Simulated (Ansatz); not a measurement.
PBE exchange is replaced step by step with exact exchange (0 % is PBE, 25 % PBE0; no dispersion term), basis def2-TZVP, Ansatz. System: the cluster Au2S. Charge 0, multiplicity 1. Geometry: PBE-D4/def2-TZVP, each spin state at its own.

The relaxed triplet has other bonds than the singlet, so its gap is one between isomers.

Geometry of the singlet:

```csv
atom,x (Å),y (Å),z (Å)
Au1,-0.3450,1.6561,-0.0882
Au2,-0.0497,-1.3703,0.9946
S3,0.3947,-0.2858,-0.9064
```

In the def2 sets Au takes a core potential; there is no spin–orbit coupling. The structure comes from a short search, and lower isomers may exist.

| exact exchange (%) | HOMO (eV) | LUMO (eV) | gap (eV) | triplet − singlet (kJ/mol) | quintet − singlet (kJ/mol) |
| --- | --- | --- | --- | --- | --- |
| 0 | -5.38 | -4.01 | 1.37 | 103.5 | 284.1 |
| 5 | -5.57 | -3.83 | 1.75 | 108.4 | 287.8 |
| 10 | -5.77 | -3.64 | 2.13 | 113.1 | 291.5 |
| 15 | -5.96 | -3.45 | 2.51 | 117.6 | 295.1 |
| 25 | -6.35 | -3.08 | 3.26 | 125.9 | 302.1 |
| 35 | -6.73 | -2.72 | 4.01 | 133.4 | 308.8 |

(1) Fit a straight line to the column «quintet − singlet (kJ/mol)» against the share of exact exchange and predict its value at 50 %.

## Answers

(1) With x = exact exchange (%) and y = quintet − singlet (kJ/mol): mean x = 15, mean y = 294.9; Σ(x − x̄)(y − ȳ) = 600, Σ(x − x̄)² = 850; slope b = 0.7059, intercept a = ȳ − b·x̄ = 284.3. The residuals of the fitted rows reach 0.2. At x = 50 the line gives 284.3 + (0.7059 × 50) = 319.6; the run gave 319.0, 0.6 less than the line.
